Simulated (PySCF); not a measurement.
Al(CF3)(Cl)2 (CAlCl₂F₃), SMILES F[C](F)(F)[Al]([Cl])[Cl]. The structure is a stationary point at PBE-D3(BJ)/def2-SVP. The structure was generated by enumeration; whether it is a known compound was not checked.

Problem. Give the equilibrium geometry at PBE-D3(BJ)/def2-SVP (PySCF confirms it by a frequency run) as a Z-matrix. (The exact figures need the calculation; the answer reports its results.)

Solution. 
```
C
F 1 1.3573
F 1 1.3605 2 107.16
F 1 1.3662 2 107.06 3 114.52
Al 1 2.0182 2 113.29 3 -124.16
Cl 5 2.0953 1 120.36 2 -15.69
Cl 5 2.0954 1 118.75 2 165.77
```
